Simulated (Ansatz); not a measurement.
Cost and result up the ladder for the cluster Pb₄S₃ (the lowest singlet isomer of a short search) (7 atoms). Total charge 0; singlet. Geometry: r2SCAN-D4/def2-SVP.

```tsv
atom	x (Å)	y (Å)	z (Å)
Pb1	-0.218	1.406	1.523
Pb2	-1.022	0.274	-2.027
Pb3	-0.660	-2.171	0.281
Pb4	2.054	-0.511	-0.863
S5	1.255	-0.892	1.681
S6	-2.252	0.002	0.355
S7	0.842	1.893	-0.950
```

Ansatz on 4 threads of Arm Neoverse V1 on a shared host. Times are rough, and most runs start from the orbitals of an earlier one. PBE0-D4/def2-TZVPD serves as the yardstick here, not as an exact answer. Differences are given only for rows in sets of like size (and for xTB, whose basis is part of the method), since another set adds its own error. Binding counts from free atoms at the same level (Pb triplet, S triplet; other spins of the atoms weren't run), without zero-point energy or a counterpoise term.

In the def2 sets Pb takes a core potential; there is no spin–orbit coupling. B3LYP takes the VWN-RPA correlation. HSE06 is defined as in plane-wave codes, on full-range PBE exchange. Correlated methods freeze 31 core orbitals; core or outer-core shells of Pb are correlated, in sets that lack core-valence functions. The rows differ in basis, and correlated rows in double-zeta sets carry the largest basis error. The structure comes from a short search, and lower isomers may exist.

Correlated methods converge slowly with the basis, most of all in double-zeta sets.

| level | functions | wall time |
| --- | --- | --- |
| PBE-D4/def2-SVP | 158 | 2.7 s |
| PBE0-D4/def2-SVP | 158 | 5 s |
| PBE-D4/def2-TZVP | 311 | 6.5 s |
| PBE-D4/def2-TZVPD | 362 | 10 s |
| HF/def2-TZVP | 311 | 15 s |
| HSE06-D4/def2-TZVP | 311 | 16 s |
| r2SCAN-D4/def2-TZVP | 311 | 17 s |
| PBE0-D4/def2-TZVP | 311 | 19 s |
| MP2/def2-TZVP | 311 | 22 s |
| RPA@PBE/def2-TZVP | 311 | 24 s |
| PBE0-D4/def2-TZVPD | 362 | 24 s |
| B3LYP-D4/def2-TZVP (with forces) | 311 | 25 s |
| B3LYP-D4/def2-TZVPD | 362 | 26 s |
| CCSD(T)/def2-SVP | 158 | 82 s |

Task: Estimate what each level gives for the binding energy per atom (eV).

Result: 
| level | binding energy per atom (eV) | difference from PBE0-D4/def2-TZVPD (eV) |
| --- | --- | --- |
| PBE-D4/def2-SVP | 3.28 | – |
| PBE0-D4/def2-SVP | 3.09 | – |
| PBE-D4/def2-TZVP | 3.29 | 0.18 |
| PBE-D4/def2-TZVPD | 3.29 | 0.17 |
| HF/def2-TZVP | 1.59 | -1.53 |
| HSE06-D4/def2-TZVP | 3.12 | 0.01 |
| r2SCAN-D4/def2-TZVP | 3.12 | 0.00 |
| PBE0-D4/def2-TZVP | 3.11 | 0.00 |
| MP2/def2-TZVP | 3.18 | 0.06 |
| RPA@PBE/def2-TZVP | 2.71 | -0.40 |
| PBE0-D4/def2-TZVPD | 3.11 | 0.00 |
| B3LYP-D4/def2-TZVP (with forces) | 3.07 | -0.05 |
| B3LYP-D4/def2-TZVPD | 3.07 | -0.05 |
| CCSD(T)/def2-SVP | 2.62 | – |
